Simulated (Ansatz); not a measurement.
Basis-set extrapolation for `BC(C)=S` (PBE0-D4/def2-TZVP geometry, frozen core, the Gaussian-basis code of Ansatz). Multiplicity 1, RHF reference.

```
                      def2-TZVPP   def2-QZVPP
                 HF  -500.867807  -500.883743
    MP2 correlation    -0.613641    -0.655944
CCSD(T) correlation    -0.686698      not run
```

Energies in hartree. Use E(X) = E(∞) + A·exp(−7.88·√X) for Hartree–Fock and E(X) = E(∞) + B·X^(−2.97) for correlation, with X = 3 and 4, and add CCSD(T) minus MP2 of the smaller set to the MP2 limit.

Question: What is the CCSD(T) energy at the basis-set limit?

Answer: HF limit: -500.883743 + (-0.015936) × 0.13774 = -500.88594. MP2 limit: -0.655944 + (-0.042303) × 0.74074 = -0.68728. Higher-order term: -0.686698 − (-0.613641) = -0.07306. Total: -501.64628 hartree, 57.6 kcal/mol below CCSD(T)/def2-TZVPP.
